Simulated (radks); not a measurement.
Results of a calculation; reference values are marked as such.
Ionisation of neutral zirconium, [Kr] 4d2 5s2, to Zr+, [Kr] 4d2 5s1, under several functionals. Dirac Kohn-Sham, spin-unpolarised, spherical densities, finite nucleus; open shells are shared between the two j in proportion to 2j + 1; a radial shooting solver on a logarithmic mesh with Libxc functionals.

functional                                        E(Zr) (hartree)  Exc (hartree)  IE (eV)  -e(HOMO) (eV)  <r> HOMO (bohr)  IE error (eV)
LDA (Slater exchange, Perdew-Zunger correlation)      -3594.97902     -110.08598    7.352          3.686            2.309         +0.718
exchange-only PBE                                     -3596.95128     -112.07478    6.508          2.756            2.363         -0.126
BP86                                                  -3599.73712     -114.91219    7.314          3.667            2.311         +0.680
OLYP                                                  -3600.37851     -115.63873    6.765          3.409            2.276         +0.131

NIST Atomic Spectra Database: 6.634 eV (measured). Closest: exchange-only PBE. The Delta-SCF values span 0.84 eV, the total energies 5.40 hartree. The highest occupied level is 4d5/2. Spin polarisation and multiplet splitting are left out, so open shells lie too high by an amount that depends on their filling. Sharing an open shell by 2j + 1 raises it above the true ground level by a part of the spin-orbit splitting, which enters the differences from NIST.

Beside tabulated values, note that spin-unpolarised runs miss the spin-polarisation part of the exchange energy of open shells.
